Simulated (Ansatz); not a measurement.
Coupled-cluster run, CH3BFGaO, SMILES `[F][Ga]1[CH2]B[O]1`.

```yaml
crystal:
  periodic: [false, false, false]
  atoms:
    - {symbol: F, position_ang: [-2.676380, -0.133307, 1.498067]}
    - {symbol: Ga, position_ang: [-1.152511, -0.052455, 0.672328]}
    - {symbol: C, position_ang: [0.778347, 0.201139, 0.450658]}
    - {symbol: B, position_ang: [0.358260, -0.140193, -1.063362]}
    - {symbol: O, position_ang: [-0.973555, -0.361615, -1.163986]}
    - {symbol: H, position_ang: [1.417980, -0.517534, 0.966288]}
    - {symbol: H, position_ang: [1.155455, 1.205766, 0.650680]}
    - {symbol: H, position_ang: [1.092404, -0.201801, -2.010663]}
basis:
  gaussian: {orbitals: def2-TZVPP}
correlation: {method: ccsd_t}
output: {orbitals: {seedname: orbitals}}
```

```sh
$ ansatz run in.yaml --threads 4 --pin off --events-out ev --progress --plain --max-ram 10444MiB
```

Output of Ansatz, abridged:

```
Functional definition: HF
1341 factors; integrals over basis functions are off by at most 9.9e-4 eV
mean field evaluation 1: about -58826.7768 eV, gradient 5.2e1 eV
mean field evaluation 2: about -58826.9445 eV, gradient 5.2e1 eV
mean field evaluation 4: about -58832.1428 eV, gradient 4.5e0 eV
mean field evaluation 8: about -58832.2260 eV, gradient 4.1e-1 eV
mean field evaluation 16: about -58832.2271 eV, gradient 1.2e-6 eV
mean field -58832.22713700 eV, -2162.0444693691 hartree, gradient 1.2e-6 eV, S^2 0.000000; 0 other end points of the search recorded, 0 dependent functions left out
13 core orbitals not correlated: weight in the atoms' cores, before any rotation towards them, 1.000 or more for the frozen orbitals, at most 0.000 for the correlated occupied ones
reference -58832.22713700 eV, -2162.0444693691 hartree; 18, 18 occupied and 183, 183 virtual orbitals, 1341 factors
second order -26.48195797 eV of doubles, -0.00000000 eV of singles
cycle   1  -25.77667412 eV  change    7.1e-1 eV  update   1.3e-1
cycle   2  -26.50790312 eV  change   -7.3e-1 eV  update   4.3e-2
cycle   3  -26.67061853 eV  change   -1.6e-1 eV  update   2.2e-2
cycle   4  -26.65203257 eV  change    1.9e-2 eV  update   6.0e-3
cycle   5  -26.64630101 eV  change    5.7e-3 eV  update   2.5e-3
cycle   6  -26.64811238 eV  change   -1.8e-3 eV  update   9.0e-4
cycle   7  -26.64790474 eV  change    2.1e-4 eV  update   3.1e-4
cycle   8  -26.64772932 eV  change    1.8e-4 eV  update   1.2e-4
cycle   9  -26.64778577 eV  change   -5.6e-5 eV  update   4.7e-5
cycle  10  -26.64780728 eV  change   -2.2e-5 eV  update   1.7e-5
perturbative correction -1.08131990 eV, -0.0397377735 hartree
Total energy: -58859.95626419 eV, -2163.0634959976 hartree
```

Run time 2.1 min (4 threads of an Arm Neoverse V2 on a shared host); peak host memory 3.3 GiB.

Correlation energy per correlated electron: -0.770 eV. T1 diagnostic: 0.0153.
